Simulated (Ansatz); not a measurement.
Program: Ansatz. Geometries: PBE0-D4/def2-TZVP. ΔE: electronic, gas phase. CBS: MP2 limit from def2 TZ/QZ plus the TZ coupled-cluster correction, frozen cores. This one scheme is used for every species. DFT in def2-TZVPP. For Ga outer-core shells are correlated without core-valence functions, which leaves a few kJ/mol of doubt a bond. Scalar relativity is left out up to krypton. Each species was taken in one conformer, which may not be the lowest.

Reaction (ligand exchange at a Ga–O bond): `C[O][GaH][CH3]` + H₂S → `[CH3][GaH][SH]` + CH₃OH

`C[O][GaH][CH3]`:

Cartesian coordinates in Å:
```
C -0.636 1.682 -0.401
O 0.502 1.083 -0.953
Ga 1.081 -0.558 -0.531
C 0.045 -1.571 0.792
H -1.354 1.930 -1.192
H -0.364 2.615 0.105
H -1.154 1.046 0.331
H 2.374 -0.939 -1.314
H 0.020 -1.037 1.745
H 0.473 -2.559 0.960
H -0.988 -1.692 0.456
```

H₂S:

Z-matrix (Å, degrees):
```
S
H 1 1.341
H 1 1.341 2 92.3
```

`[CH3][GaH][SH]`:

Z-matrix (Å, degrees):
```
C
Ga 1 1.960
H 1 1.090 2 112.0
H 1 1.093 2 110.0 3 121.2
H 1 1.093 2 109.8 3 -120.9
S 2 2.208 1 119.9 3 2.7
H 2 1.564 1 126.4 3 -177.5
H 6 1.343 2 95.1 1 -0.1
```

CH₃OH:

Cartesian coordinates in Å:
```
C -0.182 0.021 0.305
O 0.535 -0.598 -0.738
H -0.461 -0.763 1.011
H -1.102 0.503 -0.048
H 0.420 0.764 0.843
H 0.790 0.073 -1.373
```

```
        level  ΔE (kJ/mol)
       r2SCAN        -37.8
      r2SCANh        -39.7
  HF/def2-SVP        -36.6
MP2/CBS(def2)        -38.7
```

Task: What does CCSD(T)/CBS give? (An estimate is asked.)

Result: Computed: -37.0 kJ/mol. The listed levels differ from it by -0.8, -2.7, 0.4, -1.7 kJ/mol.

Largest T1 diagnostic among the species: 0.014.

At CCSD(T), def2-SVP lies +11.5 kJ/mol from the extrapolated value and def2-TZVPP +4.3 kJ/mol. From r2SCAN to r2SCAN0 (25 % exact exchange), in def2-TZVPP and without D4, ΔE moves by −4.5 kJ/mol.
